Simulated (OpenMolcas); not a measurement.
**Ga²⁺: effect of the active space**

```yaml
Program: OpenMolcas
Method: CASSCF
Basis: ANO-RCC-VTZP
Scalar_Hamiltonian: DKH2, point nucleus
Spin-orbit_coupling: state interaction with AMFI integrals over the reference wave functions, term energies averaged over their components
```

A. 1 electron in 4 orbitals (4s 4p); 2S+1 = 2 even, 1 root; 2S+1 = 2 odd, 3 roots; cost about 6 core-seconds
B. 1 electron in 8 orbitals (4s 4p 5s 5p); 2S+1 = 2 even, 1 root; 2S+1 = 2 odd, 3 roots; cost of the order of 7 core-seconds

Energies in cm⁻¹ above 4s ²S_1/2, the measured ground level; measured values from Shirai, Reader, Kramida and Sugar, J. Phys. Chem. Ref. Data 36, 509 (2007).

```tsv
Level	A	B	Measured
4s ²S_1/2	0.0	0.0	0.0
4p ²P°_1/2	62874	62874	65169
4p ²P°_3/2	64256	64256	66888
```

Deviations, from unrounded energies. A percentage is the sum of absolute deviations over the sum of measured energies, with the sign that they share, or ± where signs differ.

| Against measurement | Levels | A | B |
| --- | --- | --- | --- |
| mean absolute deviation (cm-1) | 2 | 2500 | 2500 |
| other configurations (%) | 2 | -3.7 | -3.7 |

A, B lie about equally close to measurement. The largest miss of B in the table is 4p ²P°_3/2, by -2600 cm-1. The ranking rests on the paired levels alone, and a cruder setting can come out closer through cancelling errors.

Between A and B no level of the table moves by more than 5 cm-1.

With one active electron the reference holds no correlation, so core polarisation is missing. With one active electron outside closed inactive shells, the extra shells (5p 5s) add no correlation to the reference (holds for B). Measured partners are found by configuration, term and J. A level has none where our copy of the source lacks it or the pairing is in doubt (some pairs that miss far off the trend of their configuration count as doubtful), and it then counts in no deviation. Only configurations of the active space appear.

° marks odd parity.
